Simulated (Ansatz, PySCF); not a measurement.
Pair of molecules: N2 (SMILES N#N) (first 2 atoms) with HI (SMILES I); geometry from B3LYP-D3(BJ)/def2-TZVP, rigid monomers moved along the line of their centres of mass till N2···H4 is 2.34 Å.
(charge 0, multiplicity 1):
| atom | x (Å) | y (Å) | z (Å) |
|---|---|---|---|
| N | 0.1017 | 0.1100 | -1.0051 |
| N | 0.2101 | 0.1195 | 0.0801 |
| I | 0.4867 | 0.1567 | 4.0296 |
| H | 0.4023 | 0.1405 | 2.4167 |

Monomers are frozen at their geometry in the pair; levels with a basis set take the counterpoise correction.

Cores are frozen in the correlated methods. Filled d and f shells under p-block atoms count as core. CBS(a, b) extrapolates the correlation energy as X⁻³ and adds the Hartree–Fock energy of set b.

Codes used: Ansatz (a first-principles code) with Gaussian orbitals; PySCF for the dispersion terms.  In def2 rows elements past Kr take small-core potentials, without spin–orbit coupling.

```json
[
 {"level": "r2SCAN/def2-TZVPPD", "interaction energy (kJ/mol)": "0.0"},
 {"level": "PBE0-D4/def2-TZVPPD", "interaction energy (kJ/mol)": "-2.6"},
 {"level": "MP2/def2-QZVPPD", "interaction energy (kJ/mol)": "-3.1"},
 {"level": "SCS-MP2/def2-SVPD", "interaction energy (kJ/mol)": "-0.8"},
 {"level": "SCS-MP2/def2-TZVPPD", "interaction energy (kJ/mol)": "-0.8"},
 {"level": "CCSD/def2-TZVPPD", "interaction energy (kJ/mol)": "-0.1"},
 {"level": "CCSD(T)/def2-SVPD", "interaction energy (kJ/mol)": "-0.9"},
 {"level": "CCSD(T)/def2-QZVPPD", "interaction energy (kJ/mol)": "[?]"},
 {"level": "CCSD(T)/CBS(def2-TZVPPD, def2-QZVPPD)", "interaction energy (kJ/mol)": "[?]"}
]
```

Q: Fill in the missing entries.

A: 
- CCSD(T)/def2-QZVPPD, interaction energy (kJ/mol): -1.7
- CCSD(T)/CBS(def2-TZVPPD, def2-QZVPPD), interaction energy (kJ/mol): -2.1
